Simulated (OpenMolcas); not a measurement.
# Multiconfigurational calculation on Be+

Input:

```
&GATEWAY
Coord
1

Be 0.0 0.0 0.0
Basis=ANO-L-VDZP
Group=XYZ
NoMove
AngMom=0.0 0.0 0.0
AMFI
&SEWARD
&RASSCF
FileOrb=start.orb
Symmetry=1
Spin=2
nActEl=1 0 0
Inactive=1 0
Ras2=1 3
CIRoot=1 1 1
SDav=1
CIMx=300
Iter=120 100
PrWF=0.3
OrbListing=Nothing
MaxOrb=0
Atom
>>> COPY $Project.JobIph JOBPRE
&RASSCF
FileOrb=start.orb
Symmetry=1
Spin=2
nActEl=1 0 0
Inactive=1 0
Ras2=2 6
CIRoot=1 1 1
SDav=2
CIMx=300
Iter=120 100
PrWF=0.3
OrbListing=Nothing
MaxOrb=0
Atom
>>> COPY $Project.JobIph JOB001
&RASSCF
FileOrb=start.orb
Symmetry=2
Spin=2
nActEl=1 0 0
Inactive=1 0
Ras2=2 6
CIRoot=3 3 1
SDav=6
CIMx=300
Iter=120 100
PrWF=0.3
OrbListing=Nothing
MaxOrb=0
Atom
>>> COPY $Project.JobIph JOB002
&RASSI
NrOfJobIphs=2 1 3
1
1 2 3
IphNames
JOB001
JOB002
EJob
SpinOrbit
DIPRint=1.0
SOCoupling=1000.0
Subsets=2
MEES
Property=10
'ANGMOM' 1 'ANGMOM' 2 'ANGMOM' 3 'MLTPL  1' 1 'MLTPL  1' 2 'MLTPL  1' 3
'AMFI' 1 'AMFI' 2 'AMFI' 3 'MLTPL  2' 6
SOProperty=3
'ANGMOM' 1 'ANGMOM' 2 'ANGMOM' 3
```

Launched by
```bash
OMP_NUM_THREADS=1 MOLCAS_MEM=2252 MOLCAS_PROJECT=a pymolcas a.inp > a.log  # once for each step of the input, in one work folder
```

A driver script runs the steps one by one and writes start.orb anew before each from the orbitals found so far.

Output, cut to the results:

```
--- SEWARD ---
Basis set label: BE.ANO-L...3S2P1D.

      Electronic valence basis set:
      ------------------
      Associated Effective Charge   4.000000 au
      Associated Actual Charge      4.000000 au
      Nuclear Model: Point charge

      Shell  nPrim  nBasis  Cartesian Spherical Contaminant
         s      14       3        X
         p       9       2        X
         d       4       1                 X
                  Atomic mean-field integrals
--- RASSCF ---
Wave function specifications:
      -----------------------------

      Number of closed shell electrons           2
      Number of electrons in active shells       1
      Max number of holes in RAS1 space          0
      Max nr of electrons in RAS3 space          0
      Number of inactive orbitals                1
      Number of active orbitals                  8
      Number of secondary orbitals               5
      Spin quantum number                      0.5
      State symmetry                             1
Orbital specifications:
      -----------------------

      Symmetry species                           1   2
                                                ag  au
      Frozen orbitals                            0   0
      Inactive orbitals                          1   0
      Active orbitals                            2   6
      RAS1 orbitals                              0   0
      RAS2 orbitals                              2   6
      RAS3 orbitals                              0   0
      Secondary orbitals                         5   0
      Deleted orbitals                           0   0
      Number of basis functions                  8   6
      Number of CSFs                             2
      Number of root(s) required                 1
      Iter CI   SX   CI       RASSCF       Energy    max ROT     max BLB   max BLB  Level Ln srch  Step   QN
          iter iter root      energy       change     param      element    value   shift minimum  type update
 Nr of preliminary CI iterations:   1
 ###############################################################################
 ###############################################################################
 ###                                                                         ###
 ###                                                                         ###
 ###    WARNING: Problems in orbital optimization.                           ###
 ###                                                                         ###
 ###                                                                         ###
 ###############################################################################
 ###############################################################################
  Warning: In symmetry  1, orbital p=   3 has diagonal density matrix element D(p,p) close to zero. D(p,p)=  1.738267E-30
 ###############################################################################
        ...
  Warning: In symmetry  2, orbital p=   4 has diagonal density matrix element D(p,p) close to zero. D(p,p)=  0.000000E+00
  Warning: In symmetry  2, orbital p=   5 has diagonal density matrix element D(p,p) close to zero. D(p,p)=  0.000000E+00
  Warning: In symmetry  2, orbital p=   6 has diagonal density matrix element D(p,p) close to zero. D(p,p)=  0.000000E+00
        4   1    1    1   -14.27724939   -5.33E-15   0.00E+00    1   3 1 -1.40E-08   0.00   0.00    SX    NO
      Convergence after  4 iterations
        5   1    1    1   -14.27724939    7.11E-15   0.00E+00    1   3 1 -1.40E-08   0.00   0.00    SX    NO
      Natural orbitals and occupation numbers for root  1
      sym 1:   1.000000   0.000000
      sym 2:   0.000000   0.000000   0.000000   0.000000   0.000000   0.000000
::    RASSCF root number  1 Total energy:    -14.27724939
--- RASSCF ---
Wave function specifications:
      -----------------------------

      Number of closed shell electrons           2
      Number of electrons in active shells       1
      Max number of holes in RAS1 space          0
      Max nr of electrons in RAS3 space          0
      Number of inactive orbitals                1
      Number of active orbitals                  8
      Number of secondary orbitals               5
      Spin quantum number                      0.5
      State symmetry                             2
Orbital specifications:
      -----------------------

      Symmetry species                           1   2
...
--- RASSI ---
SPIN-FREE ENERGIES:
  (Shifted by EMIN (a.u.) =        -14.2772493915)

 SF State       Relative EMIN(au)   Rel lowest level(eV)    D:o, cm**(-1)      L_eff

     1             0.0000000000        0.0000000000              0.0000         0.0
     2             0.1479711692        4.0265006393          32475.9178         1.0
     3             0.1479711692        4.0265006393          32475.9178         1.0
     4             0.1479711692        4.0265006393          32475.9178         1.0
     Dipole printing threshold changed to   1.00000000E+00

++ Dipole transition strengths (spin-free states):
   -----------------------------------------------
     for osc. strength at least  1.00000000E+00

  ( Max oscillator strength is only   0.17624318355865740      )
--
Eigenvalues of complex Hamiltonian:
   -----------------------------------
  (Shifted by EMIN (a.u.) =        -14.2772493915)

 SO State       Relative EMIN(au)   Rel lowest level(eV)    D:o, cm**(-1)     J-value

     1             0.0000000000        0.0000000000              0.0000         0.4
     2             0.0000000000        0.0000000000              0.0000         0.4
     3             0.1479583005        4.0261504626          32473.0935         0.4
     4             0.1479583005        4.0261504626          32473.0935         0.4
     5             0.1479776036        4.0266757276          32477.3300         1.0
     6             0.1479776036        4.0266757276          32477.3300         1.3
     7             0.1479776036        4.0266757276          32477.3300         1.0
     8             0.1479776036        4.0266757276          32477.3300         1.3
Weights of the five most important spin-orbit-free states for each spin-orbit state.

 SO State  Total energy (au)           Spin-free states, spin, and weights
 -------------------------------------------------------------------------------------------------------
...
```

The J values that RASSI prints are effective ones from its own formula and need not be integers or half-integers; the table below assigns J from the states.

Levels above the lowest, from the spin-orbit matrix, grouped by J:

| Configuration | Term | J | E (cm⁻¹) | Measured (cm⁻¹) | Term weight % |
| --- | --- | --- | --- | --- | --- |
| 2s | ²S | 1/2 | 0.0 | 0.0 | 100 |
| 2p | ²P° | 1/2 | 32473 | 31929 | 100 |
| 2p | ²P° | 3/2 | 32477 | 31935 | 100 |

Against the 2 measured excited levels shown (NIST Handbook of Basic Atomic Spectroscopic Data) the mean absolute deviation is 540 cm-1; the largest miss in energy is 2p ²P°_1/2: computed 32473, measured 31929 cm⁻¹ (+1.7 %).

With one active electron outside closed inactive shells, the extra shells (3p 3s) add no correlation to the reference. ANO sets are built for ground and valence states and can reach diffuse excited orbitals poorly. With one active electron the reference holds no correlation, so core polarisation is missing. Measured partners are found by configuration, term and J. A level has none where our copy of the source lacks it or the pairing is in doubt (some pairs that miss far off the trend of their configuration count as doubtful), and it then counts in no deviation. Only configurations of the active space appear. The first state left out of the spin-orbit step lies near 99000 cm-1 above the lowest spin-free state of the reference (among the parities and spins computed), and the list stops at four fifths of that energy or lower.

The RASSCF and RASSI steps took 4.1 s on 1 thread of Intel(R) Xeon(R) 6975P-C (Granite Rapids), on a shared host; the integral step is not counted.

The term weight is that of the spin-free term in the level, not the purity of its configuration. ° marks odd parity.
